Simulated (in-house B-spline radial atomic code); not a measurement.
How numerical settings move a run on Ni⁺, [Ar] 3d9. Computed with an all-electron radial atomic-structure program (B-spline basis): Dirac-Kohn-Sham LDA VWN5, spherical fractional occupations, Fermi nucleus of rms radius 3.7757 fm.

Command:
```bash
python run_scf.py task.json out
```
Settings of the sound reference run:
```
Z                28
electrons        27
configuration    [Ar] 3d9
hamiltonian      dirac
method           lda,vwn
spin_polarised   False
nucleus          fermi
rms_radius       3.7757
mass_number      58
atomic_mass      57.93534
speed_of_light   137.036
knot_spacing     0.22
spline_order     8
gauss_points     12
box_radius       35.29
max_iterations   70
damping          0.5
damped_steps     3
diis_vectors     10
tolerance        1e-08
start            Thomas-Fermi
```

Run time, properties included: 1.9 s on 1 thread of Arm Neoverse N1 (shared host).

It converges in 12 iterations to -1517.866630 hartree, with 3d5/2 at -13.2144 eV. The other runs change the listed settings, some to values that make no sense; their results aren't properties of the atom or ion. Radii are in bohr (the nuclear one in fm), a minus after a letter asks for a j subshell, and «unchanged» means within 1e-8 hartree. The run stops when the residual is below 10 × tolerance × max(1, Z/10), or a noise floor if that is larger, and the energy moves by less than 1e-8 × √|E| hartree; so very loose and very tight tolerances often act alike.

| changed settings | outcome |
| --- | --- |
| damped_steps = 0 | converged in 9 iterations, energy unchanged, 3d5/2 level +1.2e-06 eV |
| damped_steps = 30 | converged in 36 iterations, energy unchanged, 3d5/2 level -2.0e-05 eV |
| electrons = 28, configuration = [Ar] 3d9 4s-1, max_iterations = 75 | stopped with error: j subshells need the Dirac Hamiltonian and l > 0 |
| tolerance = 1e-13 | converged in 12 iterations, energy unchanged |
| spline_order = 7 | converged in 12 iterations, energy +3.99e-08 hartree from the reference, 3d5/2 level +9.9e-07 eV |
| spline_order = 3 | converged in 11 iterations, energy +3.28e-02 hartree from the reference, 3d5/2 level -2.0e-03 eV |
| gauss_points = 5, first_knot = 0.0107, max_iterations = 100, start = bare nucleus | converged in 12 iterations, energy +2.58e-01 hartree from the reference, 3d5/2 level -4.3e-04 eV |
| spline_order = 5 | converged in 12 iterations, energy +1.43e-05 hartree from the reference, 3d5/2 level -5.4e-07 eV |
| tolerance = 1e-06 | converged in 11 iterations, energy unchanged, 3d5/2 level +1.4e-04 eV |
| damped_steps = 8 | converged in 15 iterations, energy unchanged, 3d5/2 level -3.0e-05 eV |
| damped_steps = 1 | converged in 11 iterations, energy unchanged, 3d5/2 level +1.1e-06 eV |
| method = hf, spin_polarised = True | stopped with error: spin polarisation is not served with the Dirac Hamiltonian |
| spline_order = 3, max_iterations = 8, start = bare nucleus | not converged after 8 iterations, last residual 7.3e-03, last energy +3.52e-02 hartree from the reference |

(1) What happens with spline_order = 4?

(2) What happens with spline_order = 4, box_radius = 5.29, max_iterations = 8, tolerance = 1e-05?

(3) What happens with box_radius = 70.58, first_knot = 0.00357, max_iterations = 75, damping = 0.95?

(4) What happens with gauss_points = 16, first_knot = 0.0357, max_iterations = 5, diis_vectors = 0?

Results:

(1) Converged in 12 iterations, energy +5.00e-04 hartree from the reference, 3d5/2 level -3.3e-05 eV.

(2) Not converged after 8 iterations, last residual 3.0e-03, last energy +6.42e-03 hartree from the reference.

(3) Converged in 13 iterations, energy -3.67e-03 hartree from the reference, 3d5/2 level +1.2e-05 eV.

(4) Not converged after 5 iterations, last residual 9.6e-02, last energy +4.85e-01 hartree from the reference.
